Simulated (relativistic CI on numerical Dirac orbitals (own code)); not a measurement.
Cu4+ (3d7) in a crystal field

Calculated by Dirac-Coulomb-Breit CI, orbitals from a KLI potential per configuration, model QED (radiative potential, 1s self-energy scaled to tabulated hydrogen-like ionisation energies), one configuration in a parametric crystal field, unscaled Slater integrals (own radial code). With so little scaling, terms lie 10 to 35 % too far apart, which can change the order of excited levels.

Field parameters in Wybourne normalisation: Td as Oh with Dq negative (B⁴₀ = 21Dq, B⁴₄ = √(5/14) B⁴₀). The field is a parameter set, without covalency.

S is read from ⟨S²⟩ = S(S + 1).

Site symmetry Td; labels are those of the double group. Computed levels in cm⁻¹ above the lowest, in rising order:

| Δ (size of 10Dq) | Lowest | No. 2 | No. 3 | No. 4 | No. 5 | No. 6 | No. 7 | No. 8 |
| --- | --- | --- | --- | --- | --- | --- | --- | --- |
| 2200 | Γ8 | 1862 Γ8 | 2255 Γ6 | 3089 Γ8 | 3132 Γ7 | 3610 Γ6 | 4612 Γ8 | 5441 Γ7 |
| 4000 | Γ8 | 3631 Γ8 | 4003 Γ6 | 4626 Γ8 | 4749 Γ7 | 6349 Γ6 | 7300 Γ8 | 8300 Γ7 |
| 5800 | Γ8 | 5429 Γ8 | 5749 Γ6 | 6289 Γ8 | 6462 Γ7 | 9285 Γ6 | 10189 Γ8 | 11247 Γ7 |
| 7550 | Γ8 | 7180 Γ8 | 7462 Γ6 | 7960 Γ8 | 8163 Γ7 | 12158 Γ6 | 13026 Γ8 | 14101 Γ7 |
| 9350 | Γ8 | 8979 Γ8 | 9234 Γ6 | 9707 Γ8 | 9930 Γ7 | 15083 Γ6 | 15916 Γ8 | 16987 Γ7 |
| 11100 | Γ8 | 10726 Γ8 | 10963 Γ6 | 11421 Γ8 | 11658 Γ7 | 17877 Γ6 | 18674 Γ8 | 19727 Γ7 |
| 12900 | Γ8 | 12521 Γ8 | 12746 Γ6 | 13193 Γ8 | 13441 Γ7 | 20684 Γ6 | 21438 Γ8 | 22467 Γ7 |
| 14650 | Γ8 | 14262 Γ8 | 14482 Γ6 | 14922 Γ8 | 15178 Γ7 | 23338 Γ6 | 24038 Γ8 | 25049 Γ7 |
| 16450 | Γ8 | 16050 Γ8 | 16269 Γ6 | 16704 Γ8 | 16968 Γ7 | 25969 Γ6 | 26582 Γ8 | 27618 Γ7 |
| 18200 | Γ8 | 17783 Γ8 | 18006 Γ6 | 18440 Γ8 | 18709 Γ7 | 28321 Γ6 | 28508 Γ8 | 28839 Γ8 |

Ground-state S against |10Dq| in cm⁻¹: 2200: 1.50, 4000: 1.50, 5800: 1.50, 7550: 1.50, 9350: 1.50, 11100: 1.50, 12900: 1.50, 14650: 1.50, 16450: 1.50, 18200: 1.50.

No abrupt spin change occurs in this range.
